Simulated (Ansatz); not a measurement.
Calculation: Ansatz (a first-principles code) with frozen-core CCSD(T)/cc-pVQZ // B3LYP-D3(BJ)/def2-TZVP.

Ansatz 0.2 input:
```yaml
crystal:
  periodic: [false, false, false]
  atoms:
    - { symbol: Cl, position_ang: [2.399749, -0.503071, -0.056338] }
    - { symbol: C, position_ang: [0.776154, -0.025472, -0.028998] }
    - { symbol: C, position_ang: [-0.093008, 0.919344, -0.068481] }
    - { symbol: C, position_ang: [-0.622923, -0.510015, 0.064931] }
    - { symbol: H, position_ang: [-0.360775, 1.956482, -0.139234] }
    - { symbol: H, position_ang: [-1.013256, -0.847168, 1.024067] }
    - { symbol: H, position_ang: [-1.08594, -0.9901, -0.795945] }
basis:
  gaussian: { orbitals: cc-pVQZ }
correlation:
  method: ccsd_t
```

Output:

```
Functional definition: HF
1851 factors; integrals over basis functions are off by at most 9.2e-4 eV
mean field evaluation 1: about -15638.8360 eV, gradient 3.0e1 eV
mean field evaluation 2: about -15638.9870 eV, gradient 3.0e1 eV
mean field evaluation 4: about -15641.3494 eV, gradient 3.6e0 eV
mean field evaluation 8: about -15641.4031 eV, gradient 3.4e-1 eV
mean field evaluation 16: about -15638.8372 eV, gradient 3.0e1 eV
mean field -15641.40413763 eV, -574.8109999334 hartree, gradient 3.5e-6 eV, S^2 0.000000; 0 other end points of the search recorded, 0 dependent functions left out
8 core orbitals not correlated
reference -15641.40413763 eV, -574.8109999334 hartree; 11, 11 occupied and 295, 295 virtual orbitals, 1851 factors
second order -19.51912925 eV of doubles, -0.00000000 eV of singles
cycle   1  -19.53708660 eV  change   -1.8e-2 eV  update   9.2e-2
cycle   2  -20.02392121 eV  change   -4.9e-1 eV  update   2.8e-2
cycle   3  -20.12125271 eV  change   -9.7e-2 eV  update   1.2e-2
cycle   4  -20.11555638 eV  change    5.7e-3 eV  update   3.3e-3
cycle   5  -20.11690601 eV  change   -1.3e-3 eV  update   1.4e-3
cycle   6  -20.11720510 eV  change   -3.0e-4 eV  update   3.0e-4
cycle   7  -20.11709284 eV  change    1.1e-4 eV  update   1.3e-4
cycle   8  -20.11707336 eV  change    1.9e-5 eV  update   4.0e-5
cycle   9  -20.11707767 eV  change   -4.3e-6 eV  update   1.7e-5
perturbative correction -1.03863020 eV, -0.0381689557 hartree
Total energy: -15662.55984550 eV, -575.5884578578 hartree
```

Cost: around 29 core-minutes (rough).
